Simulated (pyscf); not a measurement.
PySCF, gas phase, ωB97X-D3(BJ)/def2-SVP geometries. Correlated levels are frozen-core, on RHF or UHF. ΔMP2 is the change of the MP2 total energy from the triple- to the quadruple-zeta basis.

Task: What is the homolytic dissociation enthalpy (298 K, CCSD(T)/def2-TZVPP + ΔMP2(QZVPP)) of the Al–O bond of HO–Al(OH)–O–AlH₂, to [HO–Al–OH]• + •O–AlH₂?

Result: Al–O to [HO–Al–OH]• + •O–AlH₂: 137.4 kcal/mol. The radicals are drawn with the spin at the cut bond; how far it spreads was not checked. •O–AlH₂ lies 34.3 kcal/mol over its isomer [HO–AlH]•, and others may lie lower still (electronic energy, ωB97M-D3(BJ)). Other isomers of [HO–Al–OH]• were not searched in full and may lie lower. The CCSD(T) − MP2 part came from Ansatz, without density fitting, on the same reference.
